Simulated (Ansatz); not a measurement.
`N#[C][InH2]` at its PBE0-D4/def2-TZVP geometry, where that method's forces vanish. The species carries charge 0 and has multiplicity 1. In takes the def2 core potential.

```xyz
5

N     2.2118   -0.1500   -1.1253
C     1.1849   -0.0803   -0.6028
In   -0.7156    0.0485    0.3640
H    -0.8041    1.2345    1.5840
H    -1.8770   -1.0527   -0.2201
```

**Question.** What forces (eV/Å) does ωB97M-V/def2-TZVPP give on these atoms in Ansatz? (An estimate is asked.)

**Answer.** The calculation gave: 
```
N1  -0.221  0.015  0.112
C2   0.226 -0.015 -0.115
In3 -0.070  0.005  0.036
H4  -0.002 -0.076 -0.075
H5   0.067  0.072  0.042
```
